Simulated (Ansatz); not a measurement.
Basis-set extrapolation for `F/C=N/[SiH](F)Cl` (PBE0-D4/def2-TZVP geometry, frozen core, Ansatz 0.2.0). Multiplicity 1, RHF reference.

|  | def2-TZVPP | def2-QZVPP |
| --- | --- | --- |
| HF | -1041.088340 | -1041.123895 |
| MP2 correlation | -1.146427 | -1.248582 |
| CCSD(T) correlation | -1.220005 | not run |

Energies in hartree. Use E(X) = E(∞) + A·exp(−7.88·√X) for Hartree–Fock and E(X) = E(∞) + B·X^(−2.97) for correlation, with X = 3 and 4, and add CCSD(T) minus MP2 of the smaller set to the MP2 limit.

Q: What is the CCSD(T) energy at the basis-set limit?

A: HF limit: -1041.123895 + (-0.035555) × 0.13774 = -1041.12879. MP2 limit: -1.248582 + (-0.102155) × 0.74074 = -1.32425. Higher-order term: -1.220005 − (-1.146427) = -0.07358. Total: -1042.52662 hartree, 573.1 kJ/mol below CCSD(T)/def2-TZVPP.
